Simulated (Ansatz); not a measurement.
`[CH3][K]` + `CN[SiH3]` → `CN(C)[SiH3]` + `[KH]` at 600 K and 1 bar (substitution at a C–K bond).

Isolated molecules relaxed with PBE0-D4/def2-TZVP in Ansatz; ΔE leaves out vibrations. CBS: MP2 limit from def2 TZ/QZ plus the TZ coupled-cluster correction, frozen cores. For K outer-core shells are correlated without core-valence functions, which leaves a few kJ/mol of doubt a bond. Scalar relativity is left out up to krypton.

| species | CCSD(T)/CBS energy (Eh) | H − E (kJ/mol) | S (J/(mol·K)) |
| --- | --- | --- | --- |
| `[CH3][K]` | -639.25569 | 115.7 | 299.9 |
| `CN[SiH3]` | -386.04948 | 257.3 | 374.7 |
| `CN(C)[SiH3]` | -425.29981 | 342.8 | 421.1 |
| `[KH]` | -599.99245 | 24.5 | 220.8 |

H − E and S are ideal-gas, rigid-rotor, harmonic terms from PBE0-D4/def2-TZVP, for one conformer and one mirror image of each species. 1 Eh = 2625.50 kJ/mol, R = 8.31446 J/(mol·K).

Task: By hand: ΔE, ΔH, ΔS and ΔG.

Result: ΔE = (-425.29981) + (-599.99245) − (-639.25569) − (-386.04948) = 0.01291 Eh = 33.9 kJ/mol. Δ(H − E) = 342.8 + 24.5 − 115.7 − 257.3 = -5.7, so ΔH = 28.2 kJ/mol. ΔS = 421.1 + 220.8 − 299.9 − 374.7 = -32.7 J/(mol·K). ΔG = 28.2 − 600 × (-32.7)/1000 = 47.8 kJ/mol.

Task: By hand: the equilibrium constant, and the temperature at which ΔG would vanish if ΔH and ΔS stayed fixed.

Result: log₁₀ K = −ΔG/(RT ln 10) = -4.2. ΔH and −TΔS have one sign here, so there is no such temperature.

TΔS isn't small against ΔH here. A doubt of 5 kJ/mol in ΔE shifts log₁₀ K by 0.4 here. Other conformers and mirror images would add mixing entropy, several J/(mol·K) or more a flexible species. These are equilibria of isolated gas molecules and say nothing of rates. Largest T1 diagnostic: 0.017 (customary marks: 0.02 for closed shells, 0.045 for open ones).
